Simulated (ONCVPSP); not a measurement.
# u(r) = r·R(r): atom against pseudo-atom (B)

Columns: radius, all-electron u(r) and pseudo u(r) of the 2s shell (level -9.44 eV) of boron in the configuration [He] 2s2 2p1; PBE, scalar-relativistic, ONCV scheme, ONCVPSP 4.0.1.

```
r (bohr)  all-electron  pseudo
   0.118       -0.2871  0.0374
   0.235       -0.2795  0.0819
   0.353       -0.1516  0.1385
   0.470        0.0133  0.2082
   0.588        0.1792  0.2915
   0.705        0.3261  0.3811
   0.822        0.4493  0.4701
   0.940        0.5493  0.5537
   1.058        0.6253  0.6255
   1.175        0.6789  0.6789
   1.292        0.7134  0.7134
   1.410        0.7318  0.7318
   1.528        0.7366  0.7366
   1.645        0.7306  0.7306
   1.763        0.7160  0.7160
   1.880        0.6951  0.6951
   1.998        0.6692  0.6692
   2.115        0.6401  0.6401
   2.232        0.6089  0.6089
   2.350        0.5761  0.5761
   2.468        0.5429  0.5429
   2.585        0.5099  0.5099
   2.702        0.4775  0.4775
   2.820        0.4457  0.4457
   2.938        0.4150  0.4150
   3.055        0.3858  0.3858
```

**Question.** How many radial nodes do the two functions have?

**Answer.** The all-electron 2s function has n − l − 1 = 1; the pseudo-wave has 0, since the states of the same l below it are removed with the core.

**Question.** At about which radius was the pseudo-wave matched?

**Answer.** 1.15 bohr, where the columns begin to agree (steps of 0.12 bohr).

**Question.** Where does each function peak?

**Answer.** Outermost all-electron maximum near 1.53 bohr, pseudo maximum near 1.53 bohr (to the table’s step).

**Question.** Is the pseudo-wave norm-conserving?

**Answer.** Yes: the ONCV scheme keeps the norm inside the radius equal to the all-electron one, which fixes the energy derivative of the logarithmic derivative at the level.
